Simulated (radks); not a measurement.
All-electron atom: Tc+ in [Kr] 4d3 5s2 5p1 (not the ground configuration).

All-electron calculation, scalar-relativistic Kohn-Sham, PBE, spin-unpolarised, spherical densities, finite nucleus; Fermi nuclear charge, rms radius 4.4112 fm. Program: a radial shooting solver on a logarithmic mesh with Libxc functionals.

Energy parts (eV):
| part | energy |
|---|---|
| total | -116592.907 |
| kinetic | 120390.711 |
| electron-nucleus | -280294.568 |
| Hartree | 46781.829 |
| exchange-correlation | -3470.880 |

Orbitals (lengths in bohr, moments of r in powers of bohr; <r^-3> diverges for s and p1/2):
orbital  occ.  eigenvalue (eV)      <r^4>   <1/r>  <r^-3>      <r>
1s          2        -20885.59  6.520e-06   44.70       -  0.03428
2s          2        -2995.427   0.001197   10.09       -   0.1496
2p          6        -2682.767  0.0008578   9.793    2769   0.1304
3s          2        -536.4678    0.06028   3.480       -   0.4153
3p          6        -433.8281    0.06605   3.312   468.2   0.4163
3d         10        -267.7834    0.06999   3.083   62.70   0.3988
4s          2         -90.1648      2.297   1.305       -    1.047
4p          6         -61.6788      3.556   1.170   72.74    1.150
4d          3         -21.1223      13.85  0.8717   5.950    1.523
5s          2         -14.6074      114.3  0.4637       -    2.783
5p          1          -9.1382      262.7  0.3765   7.624    3.393

The highest occupied level is 5p at -9.138 eV. The density falls to 0.001 e/bohr^3 at r = 4.66 bohr. The electron density at the nucleus is 1.023e+05 e/bohr^3 (large components only). Summed over all electrons, <r^2> = 53.98 bohr^2, which gives a Langevin (diamagnetic) susceptibility term of -42.7 x 10^-6 cm^3/mol.
